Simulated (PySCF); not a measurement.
How the method moves the HOMO and LUMO of `C=C[O][AlH][CH3]`

Species: C₃H₇AlO.
SMILES with atom numbers: `[CH2:1]=[CH:2][O:3][AlH:4][CH3:5]` (hydrogens: H6, H7 on C1; H8 on C2; H9 on Al4; H10, H11, H12 on C5)

Structure used (PBE0-D3(BJ)/def2-SVP), in Å, numbered top down from 1:
```xyz
12
C3H7AlO angstrom
C     -2.630    0.015   -0.093
C     -1.690   -0.863    0.273
O     -0.378   -0.624    0.391
Al     0.835    0.435   -0.219
C      2.601    0.216    0.556
H     -3.673   -0.297   -0.146
H     -2.388    1.052   -0.344
H     -1.962   -1.896    0.529
H      0.432    1.461   -1.359
H      2.943   -0.827    0.443
H      3.352    0.871    0.088
H      2.595    0.428    1.638
```

Basis pcSseg-2 throughout (PySCF), one geometry. Isolated species at its PBE0-D3(BJ)/def2-SVP geometry (one conformer only).

**Question.** How do the orbital energies, the gap and the dipole change with the method?

**Answer.** 
| method | kind | HOMO (eV) | LUMO (eV) | gap (eV) | μ (D) | SCF cycles |
| --- | --- | --- | --- | --- | --- | --- |
| BLYP | GGA | -5.37 | -1.63 | 3.75 | 1.09 | 16 |
| OPBE | GGA | -5.42 | -1.42 | 4.00 | 1.24 | 16 |
| B97-D | GGA | -5.46 | -1.60 | 3.85 | 1.10 | 16 |
| KT3 | GGA | -5.49 | -1.67 | 3.82 | 1.17 | 16 |
| PBE | GGA | -5.51 | -1.72 | 3.79 | 1.15 | 16 |
| KT2 | GGA | -5.52 | -1.81 | 3.71 | 1.14 | 16 |
| BP86 | GGA | -5.61 | -1.76 | 3.85 | 1.13 | 16 |
| LDA | LDA | -5.72 | -1.95 | 3.76 | 1.12 | 15 |
| B97-2 | global hybrid | -6.38 | -0.93 | 5.45 | 1.13 | 14 |
| B3LYP | global hybrid | -6.43 | -1.18 | 5.26 | 1.08 | 15 |
| PBE0 | global hybrid | -6.64 | -0.95 | 5.69 | 1.14 | 14 |
| mPW1PW91 | global hybrid | -6.65 | -0.95 | 5.70 | 1.12 | 14 |
| BHandHLYP | global hybrid | -7.65 | -0.24 | 7.41 | 1.06 | 13 |
| CAM-B3LYP | range-separated hybrid | -7.99 | -0.09 | 7.90 | 1.05 | 13 |
| wB97X-D | range-separated hybrid | -8.49 | 0.67 | 9.16 | 1.12 | 13 |
| HF | Hartree–Fock | -9.15 | 1.49 | 10.64 | 1.05 | 11 |
| LC-wPBE | range-separated hybrid | -9.35 | 0.97 | 10.32 | 1.06 | 13 |

The HOMO spans 3.98 eV, from BLYP down to LC-wPBE, and the gap runs from 3.71 eV (KT2) to 10.64 eV (HF). Over the methods BLYP (0 %), OPBE (0 %), B97-D (0 %), KT3 (0 %), PBE (0 %), KT2 (0 %), BP86 (0 %), LDA (0 %), B97-2 (21 %), B3LYP (20 %), PBE0 (25 %), mPW1PW91 (25 %), BHandHLYP (50 %), HF (100 %), a straight line through the gap against the share of exact exchange rises by 0.69 eV for each 10 % (correlation coefficient 0.999). The dipole ranges from 1.05 D (HF) to 1.24 D (OPBE). This basis has no diffuse functions.
